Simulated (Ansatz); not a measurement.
Geometry optimisation, Ansatz, UKS BLYP-D4/def2-SVP.

input.yaml

```yaml
crystal:
  periodic: [false, false, false]
  atoms:
    - { symbol: Si, position_ang: [-0.677973, -0.649674, -0.139603] }
    - { symbol: F, position_ang: [0.8267, -0.686337, 0.542765] }
    - { symbol: F, position_ang: [-0.590989, -1.664449, -1.397825] }
    - { symbol: F, position_ang: [-1.145392, 0.774272, -0.728709] }
    - { symbol: H, position_ang: [-1.649682, -1.112652, 0.870049] }
    - { symbol: H, position_ang: [1.987215, 1.156894, 0.6104] }
    - { symbol: Cl, position_ang: [1.25022, 2.181946, 0.242922] }
magnetization:
  spin_polarized: true
basis:
  gaussian: { orbitals: def2-SVP }
hamiltonian:
  xc: blyp
  dispersion: d4
relax:
  f_tol: 0.03
  max_steps: 50
```

Command:

```bash
$ ansatz run input.yaml --threads 2 --pin off --max-ram 3072MiB --backend cpu --events-out ev --progress --plain --runs-dir out
```

**Question.** Where does it end, and by what steps?

**Answer.** The forces met the threshold. After 17 steps the energy has fallen by 0.204 eV; Cl7 moved furthest, 0.92 Å.

```tsv
step	energy less start (eV)	largest force component (eV/Å)	accepted
0	0.0000	0.747	yes
1	-0.0844	0.518	yes
2	-0.1004	1.208	yes
3	-0.1544	0.186	yes
4	-0.1596	0.133	yes
5	-0.1619	0.086	yes
6	-0.1628	0.106	yes
7	-0.1640	0.055	yes
8	-0.1663	0.305	yes
9	-0.1730	0.260	yes
10	-0.1802	0.232	yes
11	-0.1837	0.412	yes
12	-0.1913	0.354	yes
13	-0.1999	0.085	yes
14	-0.2024	0.088	yes
15	-0.2012	0.267	no
16	-0.2040	0.060	yes
17	-0.2044	0.015	yes
```

```xyz
7
Properties=species:S:1:pos:R:3
Si -0.589 -0.646 -0.302
F 1.041 -0.680 -0.257
F -1.063 -2.076 -0.889
F -1.030 0.496 -1.354
H -1.153 -0.423 1.039
H 1.710 1.161 0.612
Cl 1.084 2.168 1.151
```

Whether the end is a true minimum wasn't checked by a vibrational analysis.

The run took 43 s on 2 threads of Arm Neoverse V1, on a shared host, peak memory 0.15 GiB.
